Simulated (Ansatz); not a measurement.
The geometry has Oh symmetry (within 0.05 Å) and had no frequency check at the DFT level, so a distortion to lower symmetry isn't ruled out.

Species: [4]prismane cage Ge8H8 `[GeH]12[GeH]3[GeH]4[GeH]1[GeH]1[GeH]2[GeH]3[GeH]41` (charge 0, multiplicity 1).

Level of theory: PBE-D3(BJ)/def2-SVP (Ansatz, a program for electronic structure). No frequencies were computed at this level.

Ansatz 0.2 input:
```yaml
crystal:
  periodic: [false, false, false]
  atoms:
    - { symbol: Ge, position_ang: [0.255, 1.796, 1.2394] }
    - { symbol: Ge, position_ang: [1.7956, -0.2655, 1.2754] }
    - { symbol: Ge, position_ang: [-0.2744, -1.8444, 1.1773] }
    - { symbol: Ge, position_ang: [-1.7776, 0.2184, 1.2566] }
    - { symbol: Ge, position_ang: [-1.7943, -0.2242, -1.2145] }
    - { symbol: Ge, position_ang: [-0.2118, 1.7922, -1.2266] }
    - { symbol: Ge, position_ang: [1.8368, 0.2649, -1.1842] }
    - { symbol: Ge, position_ang: [0.2324, -1.776, -1.2849] }
    - { symbol: H, position_ang: [-0.2424, 3.0102, 2.1112] }
    - { symbol: H, position_ang: [3.0544, 0.2762, 2.0565] }
    - { symbol: H, position_ang: [0.2209, -2.984, 2.1495] }
    - { symbol: H, position_ang: [-3.0379, -0.2393, 2.0783] }
    - { symbol: H, position_ang: [-2.9971, 0.2244, -2.1256] }
    - { symbol: H, position_ang: [0.2285, 3.0246, -2.0961] }
    - { symbol: H, position_ang: [2.9829, -0.2248, -2.1506] }
    - { symbol: H, position_ang: [-0.2711, -3.0488, -2.0618] }
basis:
  gaussian: { orbitals: def2-svp }
hamiltonian:
  xc: pbe
  dispersion: d3bj
relax:
  max_steps: 150
  f_tol: 0.02
scf:
  lower_state_search: light
```

Output:

```
Functional definition: PBE
3272 factors; their error is unknown
mean field evaluation 1: about -452149.6736 eV, gradient 5.1e1 eV
mean field evaluation 2: about -452149.8301 eV, gradient 5.4e1 eV
mean field evaluation 4: about -452152.8585 eV, gradient 4.3e0 eV
mean field evaluation 8: about -452152.9066 eV, gradient 3.4e-1 eV
mean field evaluation 16: about -452152.6483 eV, gradient 7.6e-4 eV
mean field -452152.64834483 eV, -16616.3033465998 hartree, gradient 2.7e-5 eV, S^2 0.000000; 0 other end points of the search recorded, 0 dependent functions left out
reference -452152.64839758 eV, -16616.3033485384 hartree; 132, 132 occupied and 164, 164 virtual orbitals, 3272 factors
relax step   1: F+E_penalty+E_count = -452153.47308826 eV  Δ(F+E_penalty+E_count) = +0.000e0 eV  max|allowed force component| = 1.031e0 eV/Å  Δτ_max = 0.0000 Å  (32 SCF iters, accepted)
these checks for a lower state are left out or cut short: starts, cluster_reference, orbital_swaps, neighbouring_geometries, increment
3272 factors; their error is unknown
mean field -452153.61446524 eV, -16616.3388508699 hartree, gradient 7.5e-5 eV, S^2 0.000000; 0 other end points of the search recorded, 0 dependent functions left out
reference -452153.61451958 eV, -16616.3388528668 hartree; 132, 132 occupied and 164, 164 virtual orbitals, 3272 factors
relax step   2: F+E_penalty+E_count = -452154.43070332 eV  Δ(F+E_penalty+E_count) = -9.576e-1 eV  max|allowed force component| = 4.570e-1 eV/Å  Δτ_max = 0.1948 Å  (31 SCF iters, accepted)
these checks for a lower state are left out or cut short: starts, cluster_reference, orbital_swaps, neighbouring_geometries, increment
3272 factors; their error is unknown
mean field evaluation 32: about -452153.9424 eV, gradient 6.2e-5 eV
mean field -452153.94239972 eV, -16616.3509022397 hartree, gradient 6.2e-5 eV, S^2 0.000000; 0 other end points of the search recorded, 0 dependent functions left out
reference -452153.94245369 eV, -16616.3509042230 hartree; 132, 132 occupied and 164, 164 virtual orbitals, 3272 factors
relax step   3: F+E_penalty+E_count = -452154.76495666 eV  Δ(F+E_penalty+E_count) = -3.343e-1 eV  max|allowed force component| = 5.245e-2 eV/Å  Δτ_max = 0.2000 Å  (30 SCF iters, accepted)
these checks for a lower state are left out or cut short: starts, cluster_reference, orbital_swaps, neighbouring_geometries, increment
3272 factors; their error is unknown
mean field -452153.94762805 eV, -16616.3510943774 hartree, gradient 7.8e-5 eV, S^2 0.000000; 0 other end points of the search recorded, 0 dependent functions left out
reference -452153.94768192 eV, -16616.3510963572 hartree; 132, 132 occupied and 164, 164 virtual orbitals, 3272 factors
relax step   4: F+E_penalty+E_count = -452154.77087027 eV  Δ(F+E_penalty+E_count) = -5.914e-3 eV  max|allowed force component| = 9.398e-3 eV/Å  Δτ_max = 0.0416 Å  (26 SCF iters, accepted)
3272 factors; their error is unknown
mean field -452153.94762805 eV, -16616.3510943774 hartree, gradient 7.8e-5 eV, S^2 0.000000; 1 other end points of the search recorded, 0 dependent functions left out
reference -452153.94768192 eV, -16616.3510963572 hartree; 132, 132 occupied and 164, 164 virtual orbitals, 3272 factors
Total energy: -452154.77092414 eV, -16616.3813499508 hartree
Atom 0 at     0.005094     1.772100     1.252464 Å, force    -0.005023    -0.007759    -0.003933 eV/Å
Atom 1 at     1.773227    -0.003663     1.251794 Å, force    -0.009398     0.006416    -0.006723 eV/Å
Atom 2 at    -0.002415    -1.771775     1.252909 Å, force     0.005324     0.005417    -0.003634 eV/Å
Atom 3 at    -1.770387     0.003819     1.254704 Å, force     0.005594    -0.004131    -0.004986 eV/Å
Atom 4 at    -1.773177    -0.002377    -1.250945 Å, force     0.007602     0.005071     0.003665 eV/Å
Atom 5 at    -0.003151     1.771247    -1.253278 Å, force     0.004720    -0.004795     0.004470 eV/Å
Atom 6 at     1.770893     0.001759    -1.254074 Å, force    -0.005543    -0.005539     0.003336 eV/Å
Atom 7 at     0.000912    -1.772029    -1.252921 Å, force    -0.006197     0.008727     0.005169 eV/Å
Atom 8 at     0.011742     3.044617     2.151968 Å, force    -0.005123     0.003639     0.002688 eV/Å
Atom 9 at     3.045536    -0.008072     2.151518 Å, force     0.004806     0.003644     0.001818 eV/Å
Atom 10 at    -0.007451    -3.043992     2.152843 Å, force     0.004978    -0.003835     0.002704 eV/Å
Atom 11 at    -3.041946     0.008916     2.155576 Å, force    -0.003498    -0.004554     0.002689 eV/Å
Atom 12 at    -3.046523    -0.007132    -2.149359 Å, force    -0.002869     0.005078    -0.002223 eV/Å
Atom 13 at    -0.007464     3.043032    -2.153924 Å, force     0.004473     0.003521    -0.001398 eV/Å
Atom 14 at     3.042355     0.006664    -2.155160 Å, force     0.003217    -0.005320    -0.002246 eV/Å
Atom 15 at     0.002655    -3.043214    -2.154216 Å, force    -0.003062    -0.005581    -0.001395 eV/Å
Dipole moment:     0.000234    -0.000233     0.000177 e Å
```

Cost: very roughly 3.0 core-minutes.
